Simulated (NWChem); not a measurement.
System: hydrogen bromide (HBr); SMILES Br

Program: NWChem. This build's default masses of Se (78.918 u) and Br (79.917 u) are each other's, which moves their modes by up to 0.6 %. Each level has its own optimisation; frequencies are unscaled.

For level LDA (Slater exchange, VWN5)/def2-SVP:

```
Quantity                           Value
---------------------------------  -----
highest harmonic frequency (cm⁻¹)   2596
dipole (D)                          1.11
```

Question: How do the values read with level Hartree-Fock/3-21G instead?

Answer: The highest harmonic frequency (cm⁻¹) is 2471. The dipole (D) comes out as 1.32.
